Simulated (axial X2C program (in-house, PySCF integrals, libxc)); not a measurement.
Low determinants of P²⁺

Calculated with an axial X2C code built on PySCF integrals, basis dyall-v3z (cores contracted in-house), spin-free (one-electron X2C) and two-component (2c, atomic mean-field Coulomb and Gaunt terms). Energies in eV from the lowest row of each column (rows without correlated energies are left out; n/a marks j-coupled starts, which PBE0 does not hold); electrons by l are Mulliken totals of the Hartree–Fock solution, and PBE0 can relax to another configuration under the same block occupation. Coupled cluster uses truncated natural virtuals with an MP2 remainder. Frozen shells in the correlated columns: 2 s, 1 p.

The low spin-free determinants:

```json
{"electrons by l": "s6 p7", "M_S, M_L": "1/2, 0", "HF": "0.00", "MP2": "0.00", "PBE0": "0.00"}
{"electrons by l": "s6 p7", "M_S, M_L": "1/2, 1", "HF": "0.11", "MP2": "0.01", "PBE0": "0.08"}
```

And the two-component ones:

```json
{"electrons by l": "s6 p7", "2M_J": "1", "HF": "0.09", "MP2": "0.00", "PBE0": "0.06"}
{"electrons by l": "s6 p7", "2M_J": "1", "HF": "0.00", "MP2": "0.02", "PBE0": "0.00"}
{"electrons by l": "s6 p7", "2M_J": "3", "HF": "0.13", "MP2": "0.04", "PBE0": "0.11"}
```

Ground level as tabulated from the NIST Atomic Spectra Database (leading term): 2S+1 = 2, L = 1, J = 1/2.

Single determinants need not be terms or J levels, so several rows can belong to one term; PBE0 has no current term and treats spin collinearly, and Hartree–Fock breaks spherical symmetry, which spreads rows that should be degenerate. The search is wide but not exhaustive and can miss a configuration; gaps between s and d configurations can be off by some tenths of an eV with this basis and core.

The run took 4.4 s on 1 thread of Arm Neoverse V2, on a shared host.
